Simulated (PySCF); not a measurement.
Compound: C7H11PS.
Z-matrix (Å and degrees, GFN2-xTB geometry), rows numbered from 1:
```
C 
C   1  1.5288
C   2  1.5337  1  109.41
C   2  1.5340  1  109.34  3   120.08
C   2  1.5054  1  109.73  3  -120.15
P   5  1.7146  2  125.42  1    -0.79
C   6  1.7669  5   93.58  2  -179.44
C   7  1.3504  6  117.52  5     0.01
S   8  1.7128  7  116.68  6     0.00
H   1  1.0876  2  110.18  3   -60.07
H   1  1.0884  2  110.47  3    59.99
H   1  1.0885  2  110.46  3   179.84
H   3  1.0875  2  110.17  1    59.41
H   3  1.0879  2  110.63  1   179.48
H   3  1.0881  2  110.29  1   -60.44
H   4  1.0882  2  110.21  1    61.34
H   4  1.0874  2  110.16  1   -58.42
H   4  1.0880  2  110.69  1  -178.53
H   7  1.0788  6  120.86  5   179.93
H   8  1.0757  7  126.33  6   179.98
```

Probes without a nucleus sit at each ring's centroid and 1 Å off its mean plane on both sides; NICS is minus the shielding there, NICSzz its component along the normal. Level: GIAO PBE0/pcSseg-1 (PySCF, non-relativistic, gas phase) on the GFN2-xTB geometry, one conformer.

Ring bond lengths (Å), with Mayer bond orders in brackets: C5–P6 1.715 (1.48), P6–C7 1.767 (1.12), C7–C8 1.350 (1.63), C8–S9 1.713 (1.16), S9–C5 1.733 (1.15).

**Question.** Give the NICS values of each ring in ppm.

**Answer.** 
| ring | type | NICS(0) | NICS(1), two faces | NICS(1)zz, two faces | rms pucker (Å) | centre to ring atoms, mean (Å) |
| --- | --- | --- | --- | --- | --- | --- |
| C5–P6–C7–C8–S9 | 5-membered ring with P and S; formal bonds all aromatic | -10.9 | -10.9 / -10.9 | -24.2 / -24.2 | 0.00 | 1.40 |

**Question.** What can be read from them?

**Answer.** 
- C5–P6–C7–C8–S9: mean NICS(1)zz -24.2 ppm, shielded.

**Question.** How equal are the bonds by HOMA? HOMA = 1 − mean of α(R − Ropt)² over the ring bonds, with Krygowski's 1993 parameters (CC: Ropt 1.388 Å, α 257.7 Å⁻²; CP: Ropt 1.698 Å, α 118.91 Å⁻²; CS: Ropt 1.677 Å, α 94.09 Å⁻²).

**Answer.** 
- C5–P6–C7–C8–S9: HOMA 0.72; the largest term is that of P6–C7, α(R − Ropt)² = 0.56.

**Question.** At the second NICS(1) probe listed for ring C5–P6–C7–C8–S9, 1 Å off the ring, what do the in-plane components average?

**Answer.** The isotropic value is a third of the trace: (3 × -10.9 − (-24.2))/2 = -4.3 ppm.
